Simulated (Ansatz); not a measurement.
V2S4, relaxed as a singlet with RKS PBE0-D4/def2-SVP in Ansatz, starting from the GFN1-xTB geometry. Force threshold 0.02 eV/Å.

The restricted singlet is unstable towards broken spin symmetry in Hartree–Fock (as tested in another run); at PBE0-D4/def2-SVP this wasn't settled. The relaxation made no stability test and no search for a lower SCF solution. No other spin state of charge 0 was run. Another isomer (singlet) lies 0.11 eV lower at PBE0-D4/def2-TZVP; other spin states weren't run for this one.

Start:

```xyz
6

V     0.4261   -0.1874    1.4921
V    -0.4264    0.1879   -1.4922
S    -1.4404   -1.6236   -0.8544
S     0.8868    1.8660   -1.0738
S     1.4397    1.6225    0.8542
S    -0.8858   -1.8654    1.0741
```

```json
{"step": "1", "energy (eV)": "-94668.0275", "largest force component (eV/Å)": "1.255", "SCF passes": "162"}
{"step": "2", "energy (eV)": "-94668.5431", "largest force component (eV/Å)": "0.795", "SCF passes": "127"}
{"step": "3", "energy (eV)": "-94668.9523", "largest force component (eV/Å)": "0.717", "SCF passes": "130"}
{"step": "4", "energy (eV)": "-94669.9557", "largest force component (eV/Å)": "3.231", "SCF passes": "91"}
{"step": "5", "energy (eV)": "-94670.7914", "largest force component (eV/Å)": "2.254", "SCF passes": "43"}
{"step": "6", "energy (eV)": "-94671.0953", "largest force component (eV/Å)": "1.392", "SCF passes": "45"}
{"step": "7", "energy (eV)": "-94671.3093", "largest force component (eV/Å)": "1.574", "SCF passes": "41"}
{"step": "8", "energy (eV)": "-94671.4872", "largest force component (eV/Å)": "0.891", "SCF passes": "38"}
{"step": "9", "energy (eV)": "-94671.8949", "largest force component (eV/Å)": "1.094", "SCF passes": "41"}
{"step": "10", "energy (eV)": "-94672.2576", "largest force component (eV/Å)": "0.594", "SCF passes": "38"}
{"step": "11", "energy (eV)": "-94672.3527", "largest force component (eV/Å)": "0.381", "SCF passes": "40"}
{"step": "12", "energy (eV)": "-94672.5144", "largest force component (eV/Å)": "0.610", "SCF passes": "39"}
{"step": "13", "energy (eV)": "-94672.6512", "largest force component (eV/Å)": "0.832", "SCF passes": "35"}
{"step": "14", "energy (eV)": "-94672.6934", "largest force component (eV/Å)": "0.819", "SCF passes": "35"}
{"step": "15", "energy (eV)": "-94672.7186", "largest force component (eV/Å)": "0.096", "SCF passes": "33"}
{"step": "16", "energy (eV)": "-94672.7207", "largest force component (eV/Å)": "0.035", "SCF passes": "31"}
{"step": "17", "energy (eV)": "-94672.7209", "largest force component (eV/Å)": "0.010", "SCF passes": "22"}
```

Force components are those of the run's own axes.

End:

```xyz
6

V    -0.7521    0.5159    0.2395
V     0.3605   -0.2916   -0.8211
S    -1.6840   -1.6203   -0.5331
S     0.8082    2.1220   -0.7677
S     1.5411    0.9996    0.8558
S    -0.2738   -1.7256    1.0266
```

Bonds formed: V1–S3, V1–S4, V2–S5, V2–S6 (atoms count from 1).

No frequencies were taken in this run, so the end may be a saddle point.

Hardware: 4 threads of AMD EPYC 9R45 on a shared host. Wall time 34 s, peak host memory 0.62 GiB.
